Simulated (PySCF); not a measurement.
Computed with PBE-D3(BJ)/def2-TZVP // B3LYP-D3(BJ)/def2-TZVP in PySCF. Isolated molecules, 0 K electronic values unless said otherwise. 

Reference species (SMILES): `CC=[SiH2]` (neutral, multiplicity 1).

```json
{
  "dipole_moment": "0.14 D",
  "HOMO": "-5.24 eV",
  "LUMO": "-1.86 eV"
}
```

Changed species: `C=[SiH]C`.

### Question
Predict the effect on the dipole moment, HOMO and LUMO.

### Answer
the dipole moment goes up by 1.45 D, to 1.59 D; the HOMO stays essentially unchanged; the LUMO increases by 0.35 eV, to -1.51 eV.
